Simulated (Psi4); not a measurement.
A dimer, C3H9Al ··· COS (SMILES [CH3][Al]([CH3])[CH3] and O=C=S); the first 13 atoms form monomer A.

```
16

C     -0.5176     1.8898     0.1667
Al     0.0001     0.0000    -0.0001
C     -1.3758    -1.4040     0.0489
C      1.8933    -0.4857    -0.2158
H      0.3298     2.5912     0.0956
H     -1.0221     2.0742     1.1332
H     -1.2507     2.1699    -0.6118
H     -1.3657    -1.9972    -0.8841
H     -1.1764    -2.1243     0.8636
H     -2.3994    -1.0192     0.1870
H      2.3173    -0.0214    -1.1252
H      2.0690    -1.5718    -0.2841
H      2.4981    -0.1014     0.6261
O     -0.5718     0.5546    -5.2095
C     -0.7235     0.7855    -6.3315
S     -0.9285     1.0976    -7.8484
```

Question: What interaction energy does SAPT0/jun-cc-pVDZ, frozen core run with Psi4 1.11 give, and which attractive term is the largest?

Answer: Total -0.41 kcal/mol: electrostatics -0.25, exchange 0.00, induction -0.01, dispersion -0.15. The most attractive term is electrostatics.
